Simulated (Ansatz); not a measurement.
Start from `O[Si](O)(O)[O][GaH2]` and change one atom or group to get `C=C[Si](O)(O)O`.

Ansatz, PBE0-D4/def2-TZVP geometries, multiplicity 1. Each molecule was computed in one conformer, which needn't be the lowest.

Scalar relativity is left out up to krypton.

```
                                                                                  property  `O[Si](O)(O)[O][GaH2]`
                                                       HOMO–LUMO gap (PBE/def2-TZVPP) / eV                    5.50
                                            zero-point energy (PBE0-D4/def2-TZVP) / kJ/mol                   165.6
                                                         LUMO energy (PBE/def2-TZVPP) / eV                   -1.09
ideal-gas entropy at 298 K and 1 bar (rigid rotor, harmonic PBE0-D4/def2-TZVP) / J/(mol·K)                     382
                                          size of the dipole moment (B3LYP/def2-TZVPP) / D                    1.91
                                                       HOMO energy (B3LYP/def2-TZVPP) / eV                   -7.79
```

Task: What does the change do to each property? (An estimate is asked.)

Result: Computed: 
```tsv
property	`C=C[Si](O)(O)O`	shift
HOMO–LUMO gap (PBE/def2-TZVPP) / eV	5.40	-0.10
zero-point energy (PBE0-D4/def2-TZVP) / kJ/mol	226.4	60.8
LUMO energy (PBE/def2-TZVPP) / eV	-1.47	-0.38
ideal-gas entropy at 298 K and 1 bar (rigid rotor, harmonic PBE0-D4/def2-TZVP) / J/(mol·K)	368	-14
size of the dipole moment (B3LYP/def2-TZVPP) / D	1.28	-0.63
HOMO energy (B3LYP/def2-TZVPP) / eV	-7.82	-0.03
```

With PBE0 the HOMO falls by 0.07 eV and the LUMO falls by 0.19 eV, so the gap narrows by about 0.12 eV. PBE moves the HOMO by -0.28 eV and ωB97M-V by -0.09 eV. The zero-point energy changes by 60.8 kJ/mol with +3 modes. Dipoles are sizes alone; their direction can turn.

B3LYP here is the variant with VWN-RPA as its local correlation; programs differ in this.
